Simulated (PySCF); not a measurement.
Ni (nickel, neutral): UHF calculation

Configuration: [Ar] 3d8 4s1 4p1, one real determinant (an excited configuration). All numbers are calculated (PySCF 2.14, no relativity, point nucleus, in def2-QZVPPD (11s6p5d4f2g, 100 functions)).

* Total energy: -1506.806547 hartree
* One-electron energy: -2091.8680 hartree
* Hartree (Coulomb) energy: 646.8524 hartree
* Exchange energy: -61.7910 hartree
* Kinetic energy: 1506.80915 hartree
* ⟨S²⟩: 6.0018
* ⟨L²⟩: 14.056
* Sum of ⟨r⟩: 22.58 bohr
* Sum of ⟨r²⟩: 43.07 bohr²
* Traceless quadrupole moment −½Σ⟨3z² − r²⟩ along its main axis: -7.76 e·bohr²
* Density at the nucleus (Gaussians lack the cusp): 14800 bohr⁻³
* Spin density at the nucleus: 4.21 bohr⁻³
* Langevin diamagnetic susceptibility: -34.1 ×10⁻⁶ cm³/mol

| shell | electrons | mean orbital energy (hartree) | spread (hartree) | rms radius, mean of both spins (bohr) |
| --- | --- | --- | --- | --- |
| 1s α | 1 | -305.67264 | 0 | 0.0635 |
| 1s β | 1 | -305.66740 | 0 | 0.0635 |
| 2s α | 1 | -38.00561 | 0 | 0.268 |
| 2s β | 1 | -37.92774 | 0 | 0.268 |
| 2p α | 3 | -33.02926 | 0.00035 | 0.239 |
| 2p β | 3 | -32.95493 | 0.00223 | 0.239 |
| 3s α | 1 | -5.03938 | 0 | 0.805 |
| 3s β | 1 | -4.83337 | 0 | 0.805 |
| 3p α | 3 | -3.45034 | 0.00028 | 0.852 |
| 3p β | 3 | -3.21110 | 0.00896 | 0.852 |
| 3d α | 5 | -0.79765 | 0.06240 | 1.10 |
| 3d β | 3 | -0.70182 | 0.00656 | 1.10 |
| 4s α | 1 | -0.37728 | 0 | 3.13 |
| 4p α | 1 | -0.19108 | 0 | 4.18 |

⟨L²⟩ = 14.06 against 20 for a pure G term, so this real determinant mixes terms.

Spin-orbit constants ζ (cm⁻¹) from the X2C one-electron operator on these orbitals (non-relativistic here): bare nucleus, nucleus screened by l(l+1)(2l+1)/3 electrons, and screened by the Breit-Pauli mean field of the electrons.

```csv
shell,bare,screened nucleus,mean field
2p,94010,87300,n/a
3p,11570,10740,n/a
3d,1160,745.9,n/a
4p,305.9,284.1,n/a
```

To first order the Landé constant is A = -122.1 cm⁻¹, so the lowest level has J = 6 and lies 0.121 eV below the centre of the term. This holds in LS coupling only.
